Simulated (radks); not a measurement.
Results of a calculation; reference values are marked as such.
The nuclear charge of neutral magnesium is varied continuously with 12 electrons held in [Ne] 3s2. Code: a radial shooting solver on a logarithmic mesh with Libxc functionals. Model: scalar-relativistic Kohn-Sham, PBE, spin-unpolarised, spherical densities, point nucleus. By the Hellmann-Feynman theorem dE/dZ = E(electron-nucleus)/Z, the electronic potential at the nucleus. The scalar-relativistic energy here is not variational (the density holds large components alone), so the two differ by a part that grows with Z.

Z     E (hartree)  E(electron-nucleus)/Z (hartree)  HOMO  e(HOMO) (eV)  <r> HOMO (bohr)
11.8   -192.35880                         -39.1673    3s        -3.172            3.401
12     -200.27984                         -40.0323    3s        -4.705            3.150
12.2   -208.37376                         -40.8955    3s        -6.412            2.944
12.4   -216.64024                         -41.7573    3s        -8.282            2.771
12.6   -225.07906                         -42.6180    3s       -10.308            2.622
12.8   -233.69001                         -43.4779    3s       -12.486            2.492
13     -242.47297                         -44.3372    3s       -14.811            2.377

The central difference of E at Z = 12 is -40.037 hartree, to compare with the third column; the second derivative is -4.32 hartree.
